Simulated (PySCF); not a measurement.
C₃H₈OSi, SMILES C=C[SiH2]OC. Atoms are numbered in the order given.

```xyz
13

Si     0.8573    -0.0102     0.0000
C      0.2695    -1.7756     0.0000
C     -1.0330    -2.0824     0.0000
O     -0.5165     0.9346     0.0000
C     -0.4975     2.3406     0.0000
H      1.6939     0.2901     1.2043
H      1.6939     0.2901    -1.2043
H      1.0052    -2.5916     0.0000
H     -1.3873    -3.1203     0.0000
H     -1.7968    -1.2964     0.0000
H      0.0108     2.7446     0.8958
H     -1.5349     2.7096     0.0000
H      0.0108     2.7446    -0.8958
```

The structure is a stationary point at ωB97X-D3(BJ)/def2-SVP. Other conformers were not sampled.

All values below come from M06-2X/def2-TZVP run with PySCF.

Symmetry labels are those of the subgroup Cs that the program uses (full group Cs).

Computed valence orbital energies around the gap with their symmetry:
| orbital | symmetry | energy (eV) |
|---|---|---|
| HOMO−7 | A' | -13.94 |
| HOMO−6 | A' | -13.76 |
| HOMO−5 | A' | -12.46 |
| HOMO−4 | A" | -11.34 |
| HOMO−3 | A' | -10.44 |
| HOMO−2 | A' | -10.02 |
| HOMO−1 | A" | -9.60 |
| HOMO | A" | -9.05 |
| LUMO | A" | 0.56 |
| LUMO+1 | A' | 1.24 |
| LUMO+2 | A' | 2.11 |
| LUMO+3 | A' | 2.71 |
